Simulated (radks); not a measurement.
Q: Valence configurations of neutral beryllium (all share [He]). Calculated with a radial shooting solver on a logarithmic mesh with Libxc functionals: non-relativistic Kohn-Sham, LDA (Slater exchange, Perdew-Wang correlation), spin-unpolarised, spherical densities, point nucleus. Order these by energy: 2s2; 2s1 2p1; 2p2; 2s1.5 2p0.5.

A: From the lowest, in eV above it: 2s2 0.000; 2s1.5 2p0.5 1.753; 2s1 2p1 3.516; 2p2 7.065. NIST lists [He] 2s2 as the ground configuration; this level of theory agrees among the configurations tried. The energies are those of spherical spin-averaged densities, not of single terms.
